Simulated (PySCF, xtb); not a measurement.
C2H6FNSe, SMILES CN(C)[Se]F. The values are those of a single conformer.

Harmonic wavenumbers (cm⁻¹) from GFN2-xTB run with xtb at its own minimum, in rising order: 92, 112, 177, 188, 269, 312, 335, 430, 559, 968, 1039, 1075, 1107, 1195, 1228, 1407, 1415, 1459, 1469, 1479, 1487, 2941, 2943, 2977, 2981, 3026, 3028.

Task: What does PySCF with ωB97X-D3(BJ)/def2-SVP give at its own minimum? (An estimate is asked for; the answer gives what the named calculation found.)

Result: 110, 121, 187, 215, 342, 351, 371, 620, 642, 1025, 1077, 1115, 1165, 1271, 1301, 1431, 1456, 1463, 1476, 1485, 1501, 3038, 3041, 3123, 3125, 3188, 3190. Paired by order, the mean absolute difference is 64 cm⁻¹ and the zero-point energies are 51.0 and 53.5 kcal/mol.
